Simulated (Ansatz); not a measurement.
A made-up structure of ZnBH$_{2}$, doublet:

```csv
atom,x (Å),y (Å),z (Å)
B1,-0.2651,0.1640,0.0085
Zn2,1.6521,-0.4218,0.7711
H3,2.9977,-0.1532,1.4478
H4,-0.2406,0.8895,-0.9441
```

It is relaxed with PBE-D4/def2-SVP and then PBE0-D4/def2-TZVP (Ansatz 0.2.0). Atoms count as bonded within 1.22 times the sum of their covalent radii (H–H: 0.88 Å). The end point is not checked to be a true minimum.

Does its bonding change? (A judgement: the text doesn't fix the answer.)

By the calculation: No: no bond forms or breaks.

Where it ends: The first stage lowers the energy by 0.38 eV in 6 steps. It ends as ZnBH₂ ([BH][ZnH]):
```csv
atom,x (Å),y (Å),z (Å)
B1,0.1576,0.3925,-0.2635
Zn2,1.7704,-0.1100,0.8112
H3,3.0125,-0.4983,1.6401
H4,-0.7964,0.6943,-0.9045
```

Labels in which every atom is bracketed show which atoms are joined, not bond orders.

For scale, one of the runs: PBE0-D4/def2-TZVP relaxation, 91 basis functions, launched by `ansatz run in.yaml --threads 2 --pin off --events-out ev --progress --plain --max-ram 4352MiB`. Hardware: 2 CPU threads of an Arm Neoverse V1, shared host. Wall time about 84 s.
